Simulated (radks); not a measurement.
Problem. Ionisation of the platinum ion Pt2+, [Xe] 4f14 5d8, to [Xe] 4f14 5d7 as the strength of local exchange is varied. Method: scalar-relativistic Kohn-Sham, Slater X-alpha exchange (alpha = 2/3 is LDA exchange), no correlation, spin-polarised, spherical densities, finite nucleus; open shells are filled with parallel spins first (spin-orbit coupling, left out, can overturn this in heavy ions); Fermi nuclear charge, rms radius 5.427 fm; computed with a radial shooting solver on a logarithmic mesh with Libxc functionals.

alpha  E(Pt2+) (hartree)  exchange (hartree)  IE (eV)  -e of the level emptied (eV)  <r> of it (bohr)
0.553        -18332.9442           -277.0851   28.058                   22.153 (5d)             1.610
0.631        -18372.2857           -316.8857   29.322                   23.337 (5d)             1.585
0.667        -18390.4735           -335.3149   29.919                   23.898 (5d)             1.573
0.852        -18484.2381           -430.6145   33.117                   26.920 (5d)             1.518
1.003        -18561.1419           -509.1353   35.889                   29.560 (5d)             1.476
x            -18437.5465           -383.0980   31.499                   25.388 (5d)             1.545

Which alpha was used in the last row?

Solution. alpha = 0.76. NIST Atomic Spectra Database: 29 +/- 1.6 eV (theoretical). The Delta-SCF value meets it near alpha = 0.61. Open shells are spherical and high-spin; term and fine-structure splittings are not resolved. Spin-orbit splitting is averaged out at the scalar-relativistic level.
